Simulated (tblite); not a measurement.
Species: C₄H₁₁BClP.
Atom-mapped SMILES: `[PH3+:1][B@H-:2]([CH2:3][Cl:4])[CH:5]1[CH2:6][CH2:7]1` (hydrogens: H8, H9, H10 on P1; H11 on B2; H12, H13 on C3; H14 on C5; H15, H16 on C6; H17, H18 on C7)

Computed with GFN2-xTB (tblite), gas phase: L-BFGS steps from a force-field or distance-geometry start until the largest atomic force falls under 0.01 eV/Å.

Step 0: E = -609.5343 eV
```
atom  x, y, z in Å  |  force x, y, z in eV/Å
P1     -1.0435    1.4431   -0.0255   -0.268  -0.142  -0.085
B2     -0.5406   -0.2300   -0.7584    0.530  -0.455  -0.714
C3     -1.4568   -1.4018   -0.1492   -0.478  -1.264  -0.369
Cl4    -2.4724   -0.8456    1.1849   -0.500  -0.689   0.108
C5      0.9461   -0.6174   -0.3192   -0.226   0.578   0.292
C6      2.0211    0.4204   -0.2560    1.093  -0.330  -0.307
C7      1.3170    0.0293    1.0030    0.404  -1.113   0.160
H8     -1.7719    1.2988    1.1862    0.644   0.889  -0.754
H9      0.0665    2.3002    0.1406   -1.069   0.169  -0.127
H10    -1.9600    2.0378   -0.9340    0.524   0.220   0.770
H11    -0.6659   -0.2189   -1.9270   -0.148   0.310  -0.599
H12    -0.8391   -2.2396    0.2402   -0.462   0.463  -0.021
H13    -2.0812   -1.8494   -0.9580   -0.071   0.257   0.840
H14     1.2240   -1.6786   -0.4992    0.079   0.947   0.297
H15     1.8088    1.4403   -0.6730    0.475  -1.102   0.336
H16     3.0523    0.0100   -0.3921   -0.855   0.896   0.043
H17     1.7422   -0.6912    1.7187    0.130   0.989  -0.143
H18     0.6448    0.7990    1.4064    0.198  -0.621   0.273
```

Step 1: E = -609.7379 eV
```
atom  x, y, z in Å  |  force x, y, z in eV/Å
P1     -1.0473    1.4411   -0.0267   -0.074  -0.313  -0.197
B2     -0.5331   -0.2365   -0.7686    0.129  -0.422  -0.500
C3     -1.4637   -1.4199   -0.1545   -0.174  -0.352  -0.094
Cl4    -2.4795   -0.8554    1.1864   -0.417  -0.634   0.031
C5      0.9429   -0.6092   -0.3150    0.072   0.334   0.172
C6      2.0367    0.4157   -0.2604    0.010  -0.252   0.165
C7      1.3227    0.0134    1.0053    0.120  -0.199  -0.300
H8     -1.7627    1.3115    1.1755    0.504   0.820  -0.549
H9      0.0512    2.3026    0.1387   -0.970   0.190  -0.106
H10    -1.9525    2.0410   -0.9230    0.384   0.273   0.638
H11    -0.6681   -0.2144   -1.9356   -0.108   0.271  -0.575
H12    -0.8457   -2.2330    0.2399   -0.245   0.085   0.088
H13    -2.0822   -1.8457   -0.9460   -0.394  -0.043   0.369
H14     1.2251   -1.6651   -0.4949    0.082   0.785   0.245
H15     1.8156    1.4246   -0.6682    0.436  -0.799   0.256
H16     3.0400    0.0228   -0.3914   -0.065   0.499  -0.079
H17     1.7441   -0.6771    1.7166    0.389   0.450   0.248
H18     0.6476    0.7902    1.4103    0.322  -0.691   0.187
```

**Question.** Estimate the geometry and energy of step 2. (The exact step hangs on the optimiser's Hessian estimate; all steps are aligned on step 1, rigid shifts and turns removed.)

**Answer.** E = -609.9692 eV, largest force 0.982 eV/Å
```
atom  x, y, z in Å  |  force x, y, z in eV/Å
P1     -1.0524    1.4296   -0.0339    0.287  -0.556  -0.417
B2     -0.5235   -0.2547   -0.7919   -0.341  -0.222  -0.202
C3     -1.4741   -1.4441   -0.1613    0.157   0.750   0.239
Cl4    -2.4980   -0.8828    1.1885   -0.261  -0.433  -0.054
C5      0.9429   -0.5925   -0.3065   -0.099  -0.248  -0.358
C6      2.0482    0.4042   -0.2582   -0.658   0.029   0.391
C7      1.3307   -0.0044    0.9973   -0.039   0.494   0.164
H8     -1.7400    1.3469    1.1501    0.162   0.633  -0.029
H9      0.0091    2.3104    0.1340   -0.664   0.252  -0.064
H10    -1.9348    2.0520   -0.8947    0.042   0.396   0.295
H11    -0.6730   -0.2026   -1.9602   -0.027   0.161  -0.417
H12    -0.8582   -2.2256    0.2425    0.099  -0.452   0.234
H13    -2.0956   -1.8445   -0.9256   -0.798  -0.451  -0.309
H14     1.2285   -1.6302   -0.4840    0.173   0.203   0.113
H15     1.8344    1.3876   -0.6566    0.204   0.046   0.008
H16     3.0292    0.0479   -0.3935    0.958  -0.100  -0.189
H17     1.7579   -0.6525    1.7231    0.579  -0.055   0.456
H18     0.6599    0.7616    1.4191    0.228  -0.446   0.139
```

The energy changes by -0.2312 eV. The first-order estimate −F·Δx gives -0.3669 eV and the mean of the old and new forces, exact on a quadratic surface, -0.2293 eV. The step makes an angle of 11° with the force vector and moves no atom by more than 0.049 Å.

What follows is the cost of the whole relaxation. On an Arm Neoverse N1 with one thread, no GPU, shared host, this took 1.4 s of wall time.
